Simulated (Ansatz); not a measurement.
Input file:

```yaml
crystal:
  periodic: [false, false, false]
  atoms:
    - { symbol: W, position_ang: [0.0, 0.124006, 0.116183] }
    - { symbol: Cl, position_ang: [0.0, -0.415702, 2.328757] }
    - { symbol: F, position_ang: [1.854309, 0.10701, 0.202899] }
    - { symbol: F, position_ang: [0.0, 1.941547, -0.434632] }
    - { symbol: F, position_ang: [-1.854309, 0.10701, 0.202899] }
    - { symbol: H, position_ang: [0.0, -1.583913, -0.12783] }
    - { symbol: F, position_ang: [0.0, -0.149958, -1.748275] }
basis:
  gaussian: { orbitals: def2-SVP }
hamiltonian:
  xc: pbe
md:
  timestep: 0.5
  n_steps: 100
  ensemble: nvt_nose_hoover
  temperature: 100.0
  initial_velocities: maxwell_boltzmann
  seed: 541747
  nose_hoover: { tau: 20.0, chain_length: 5 }
```

Run as:

```bash
$ ansatz run input.yaml --threads 2 --pin off --max-ram 3072MiB --backend cpu --events-out ev --progress --plain --runs-dir out
```

Hardware: 2 threads of AMD EPYC 9R45 96-Core Processor (Zen 5) (shared host).

Question: Roughly how long does this run take, and how much memory?

Answer: 110 s, with a peak of 0.17 GiB, for 101 ionic steps.
